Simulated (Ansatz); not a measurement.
Ansatz (a first-principles code) input (HF/3-21G): The .json file is the Basis Set Exchange's 3-21G.

Ansatz 0.2 input:
```yaml
crystal:
  periodic: [false, false, false]
  atoms:
    - {symbol: C, position_ang: [-0.00000000, -0.00000000, -1.24416809]}
    - {symbol: N, position_ang: [0.00000000, 0.00000000, 0.00000000]}
    - {symbol: C, position_ang: [0.00000000, 0.00000000, 1.24416809]}
basis:
  gaussian:
    orbitals: 3-21G.json
hamiltonian:
  xc: {name: HF}
magnetization: {spin_polarized: true, initial_magnetization: 1}
phonons: {temperatures: {t_min: 298.15, t_max: 298.15, t_step: 100}}
```

Output:

```
Functional definition: HF
integrals: 0.00 GiB planned
431 factors; integrals over basis functions are off by at most 9.5e-5 eV
mean field: 0.06 GiB planned
mean field evaluation 1: about -3517.1672 eV, gradient 9.9e0 eV
mean field evaluation 2: about -3517.2663 eV, gradient 1.0e1 eV
mean field evaluation 4: about -3518.2613 eV, gradient 2.4e0 eV
mean field evaluation 8: about -3518.3854 eV, gradient 1.2e-1 eV
mean field evaluation 16: about -3517.2789 eV, gradient 4.7e0 eV
mean field evaluation 32: about -3512.2534 eV, gradient 8.7e0 eV
mean field evaluation 64: about -3518.3787 eV, gradient 7.8e-1 eV
mean field -3518.38574167 eV, -129.2982911590 hartree, gradient 2.2e-5 eV, S^2 0.863750; 0 other end points of the search recorded, 0 dependent functions left out
the calculation of the forces begins
reference -3518.38574167 eV, -129.2982911590 hartree; 10, 9 occupied and 17, 18 virtual orbitals, 431 factors
these checks for a lower state are left out or cut short: stability, starts, cluster_reference, orbital_swaps, neighbouring_geometries, increment
integrals: 0.00 GiB planned
431 factors; integrals over basis functions are off by at most 9.5e-5 eV
mean field: 0.06 GiB planned
mean field -3518.38573829 eV, -129.2982910345 hartree, gradient 9.3e-6 eV, S^2 0.863752; 0 other end points of the search recorded, 0 dependent functions left out
the calculation of the forces begins
reference -3518.38573829 eV, -129.2982910345 hartree; 10, 9 occupied and 17, 18 virtual orbitals, 431 factors
these checks for a lower state are left out or cut short: stability, starts, cluster_reference, orbital_swaps, neighbouring_geometries, increment
integrals: 0.00 GiB planned
431 factors; integrals over basis functions are off by at most 9.5e-5 eV
mean field: 0.06 GiB planned
mean field -3518.38573829 eV, -129.2982910345 hartree, gradient 9.3e-6 eV, S^2 0.863752; 0 other end points of the search recorded, 0 dependent functions left out
the calculation of the forces begins
reference -3518.38573829 eV, -129.2982910345 hartree; 10, 9 occupied and 17, 18 virtual orbitals, 431 factors
these checks for a lower state are left out or cut short: stability, starts, cluster_reference, orbital_swaps, neighbouring_geometries, increment
integrals: 0.00 GiB planned
431 factors; integrals over basis functions are off by at most 9.5e-5 eV
mean field: 0.06 GiB planned
mean field evaluation 96: about -3518.3857 eV, gradient 9.3e-6 eV
mean field -3518.38573579 eV, -129.2982909426 hartree, gradient 9.3e-6 eV, S^2 0.863752; 0 other end points of the search recorded, 0 dependent functions left out
the calculation of the forces begins
reference -3518.38573579 eV, -129.2982909426 hartree; 10, 9 occupied and 17, 18 virtual orbitals, 431 factors
these checks for a lower state are left out or cut short: stability, starts, cluster_reference, orbital_swaps, neighbouring_geometries, increment
integrals: 0.00 GiB planned
431 factors; integrals over basis functions are off by at most 9.5e-5 eV
mean field: 0.06 GiB planned
mean field -3518.38573579 eV, -129.2982909426 hartree, gradient 9.3e-6 eV, S^2 0.863752; 0 other end points of the search recorded, 0 dependent functions left out
the calculation of the forces begins
reference -3518.38573579 eV, -129.2982909426 hartree; 10, 9 occupied and 17, 18 virtual orbitals, 431 factors
these checks for a lower state are left out or cut short: stability, starts, cluster_reference, orbital_swaps, neighbouring_geometries, increment
integrals: 0.00 GiB planned
431 factors; integrals over basis functions are off by at most 9.4e-5 eV
mean field: 0.06 GiB planned
mean field -3518.38558635 eV, -129.2982854511 hartree, gradient 9.3e-6 eV, S^2 0.862853; 0 other end points of the search recorded, 0 dependent functions left out
the calculation of the forces begins
reference -3518.38558635 eV, -129.2982854511 hartree; 10, 9 occupied and 17, 18 virtual orbitals, 431 factors
these checks for a lower state are left out or cut short: stability, starts, cluster_reference, orbital_swaps, neighbouring_geometries, increment
integrals: 0.00 GiB planned
431 factors; integrals over basis functions are off by at most 9.5e-5 eV
mean field: 0.06 GiB planned
mean field -3518.38559287 eV, -129.2982856904 hartree, gradient 9.3e-6 eV, S^2 0.864626; 0 other end points of the search recorded, 0 dependent functions left out
the calculation of the forces begins
reference -3518.38559287 eV, -129.2982856904 hartree; 10, 9 occupied and 17, 18 virtual orbitals, 431 factors
these checks for a lower state are left out or cut short: stability, starts, cluster_reference, orbital_swaps, neighbouring_geometries, increment
integrals: 0.00 GiB planned
431 factors; integrals over basis functions are off by at most 9.5e-5 eV
mean field: 0.06 GiB planned
mean field evaluation 128: about -3518.2382 eV, gradient 7.2e-1 eV
mean field -3518.38572812 eV, -129.2982906611 hartree, gradient 9.3e-6 eV, S^2 0.863753; 0 other end points of the search recorded, 0 dependent functions left out
the calculation of the forces begins
reference -3518.38572812 eV, -129.2982906611 hartree; 10, 9 occupied and 17, 18 virtual orbitals, 431 factors
these checks for a lower state are left out or cut short: stability, starts, cluster_reference, orbital_swaps, neighbouring_geometries, increment
integrals: 0.00 GiB planned
431 factors; integrals over basis functions are off by at most 9.5e-5 eV
mean field: 0.06 GiB planned
mean field -3518.38572812 eV, -129.2982906611 hartree, gradient 9.3e-6 eV, S^2 0.863753; 0 other end points of the search recorded, 0 dependent functions left out
the calculation of the forces begins
reference -3518.38572812 eV, -129.2982906611 hartree; 10, 9 occupied and 17, 18 virtual orbitals, 431 factors
these checks for a lower state are left out or cut short: stability, starts, cluster_reference, orbital_swaps, neighbouring_geometries, increment
integrals: 0.00 GiB planned
431 factors; integrals over basis functions are off by at most 9.5e-5 eV
mean field: 0.06 GiB planned
mean field -3518.38571812 eV, -129.2982902934 hartree, gradient 9.3e-6 eV, S^2 0.863753; 0 other end points of the search recorded, 0 dependent functions left out
the calculation of the forces begins
reference -3518.38571812 eV, -129.2982902934 hartree; 10, 9 occupied and 17, 18 virtual orbitals, 431 factors
these checks for a lower state are left out or cut short: stability, starts, cluster_reference, orbital_swaps, neighbouring_geometries, increment
integrals: 0.00 GiB planned
431 factors; integrals over basis functions are off by at most 9.5e-5 eV
mean field: 0.06 GiB planned
mean field evaluation 160: about -3518.3827 eV, gradient 6.9e-1 eV
mean field -3518.38571812 eV, -129.2982902934 hartree, gradient 9.3e-6 eV, S^2 0.863753; 0 other end points of the search recorded, 0 dependent functions left out
the calculation of the forces begins
reference -3518.38571812 eV, -129.2982902934 hartree; 10, 9 occupied and 17, 18 virtual orbitals, 431 factors
these checks for a lower state are left out or cut short: stability, starts, cluster_reference, orbital_swaps, neighbouring_geometries, increment
integrals: 0.00 GiB planned
431 factors; integrals over basis functions are off by at most 9.5e-5 eV
mean field: 0.06 GiB planned
mean field -3518.38560598 eV, -129.2982861722 hartree, gradient 9.3e-6 eV, S^2 0.863691; 0 other end points of the search recorded, 0 dependent functions left out
the calculation of the forces begins
reference -3518.38560598 eV, -129.2982861722 hartree; 10, 9 occupied and 17, 18 virtual orbitals, 431 factors
these checks for a lower state are left out or cut short: stability, starts, cluster_reference, orbital_swaps, neighbouring_geometries, increment
integrals: 0.00 GiB planned
431 factors; integrals over basis functions are off by at most 9.5e-5 eV
mean field: 0.06 GiB planned
mean field -3518.38560598 eV, -129.2982861722 hartree, gradient 9.3e-6 eV, S^2 0.863691; 0 other end points of the search recorded, 0 dependent functions left out
the calculation of the forces begins
reference -3518.38560598 eV, -129.2982861722 hartree; 10, 9 occupied and 17, 18 virtual orbitals, 431 factors
Total energy: -3518.38574167 eV, -129.2982911590 hartree
Atom 0 at    -0.000000    -0.000000    -1.244168 Å, force    -0.000000    -0.000000    -0.000820 eV/Å
Atom 1 at     0.000000     0.000000     0.000000 Å, force     0.000000     0.000000    -0.000000 eV/Å
Atom 2 at     0.000000     0.000000     1.244168 Å, force    -0.000000    -0.000000     0.000820 eV/Å
Dipole moment:     0.000000     0.000000    -0.000000 e Å
Vibrations: 365.03 481.29 1155.32 1308.40 cm⁻¹, zero-point energy 0.205196 eV
```

The blocks after the first are displaced geometries, from whose forces the wavenumbers follow.

The determinant is spin-contaminated: <S^2> is 0.86 against 0.75 for a pure state.
